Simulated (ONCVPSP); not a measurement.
## Scattering properties, ONCV potential for Mn

manganese, optimised norm-conserving Vanderbilt (ONCV), made with ONCVPSP 4.0.1 (LDA (Perdew-Wang 92), scalar-relativistic). Core [Ne], reference 3s2 3p6 3d5 4s2. Waves: 3s+4s: rc 1.70 bohr, ncon 3, nbas 7, qcut 6.6 1/bohr, 2 projectors; 3p: rc 0.90 bohr, ncon 4, nbas 8, qcut 8 1/bohr, 1 projector; 3d: rc 1.70 bohr, ncon 4, nbas 9, qcut 10.9 1/bohr, 1 projector. Local part: polynomial inside 0.80 bohr (lpopt 3, dvloc0 0 Ha). Core correction: Teter function fitted to the true core (icmod 2), fcfact 0.65.

The phase is arctan(r·R′/R) of the radial function R(r), unwrapped; energies in Ha, scanned from -5 to 5 Ha. A pole is an energy at which the radial function vanishes at the test radius. The pseudo phase is shifted by a multiple of π to meet the all-electron one at the reference energy, and phase errors are pseudo minus all-electron; the curves can meet again beyond the range given. Levels narrower than the energy grid can be missing from the lists of poles.

**Question.** For each channel, where are the poles, and over which energies does the pseudopotential scatter like the atom?

**Answer.**

```
channel  radius (bohr)  reference energy (Ha)  poles, all-electron  poles, pseudo  unbroken range about the reference energy with phases within 0.05 rad  phase error 1 Ha above the reference energy (rad)
      s           1.73                  -0.19          -2.99, 4.40    -2.99, 4.13                                                        the whole range                                             -0.002
      p           0.92                  -2.00                 3.50           3.21                                                        the whole range                                             -0.001
      d           1.73                  -0.26                 0.17           0.18                                                              below 1.1                                             +0.023
```

Phases in the d channel:

```csv
E (Ha),all-electron,pseudo
-4.96,1.346,1.346
-4.72,1.339,1.339
-4.48,1.331,1.331
-4.24,1.323,1.323
-4.00,1.313,1.314
-3.76,1.303,1.303
-3.52,1.291,1.292
-3.28,1.278,1.278
-3.04,1.262,1.263
-2.80,1.244,1.245
-2.56,1.222,1.224
-2.32,1.196,1.197
-2.08,1.163,1.165
-1.84,1.119,1.122
-1.60,1.059,1.063
-1.36,0.971,0.976
-1.12,0.824,0.831
-0.88,0.539,0.550
-0.64,-0.067,-0.057
-0.40,-0.850,-0.849
-0.16,-1.292,-1.291
0.08,-1.513,-1.509
0.32,-1.651,-1.643
0.56,-1.760,-1.744
0.80,-1.862,-1.836
1.04,-1.976,-1.931
1.28,-2.123,-2.045
1.52,-2.335,-2.193
1.76,-2.660,-2.403
2.00,-3.119,-2.710
2.24,-3.589,-3.118
2.48,-3.928,-3.532
2.72,-4.142,-3.851
2.96,-4.280,-4.065
3.20,-4.375,-4.209
3.44,-4.444,-4.310
3.68,-4.496,-4.383
3.92,-4.538,-4.439
4.16,-4.572,-4.483
4.40,-4.601,-4.519
4.64,-4.627,-4.548
4.88,-4.649,-4.574
```
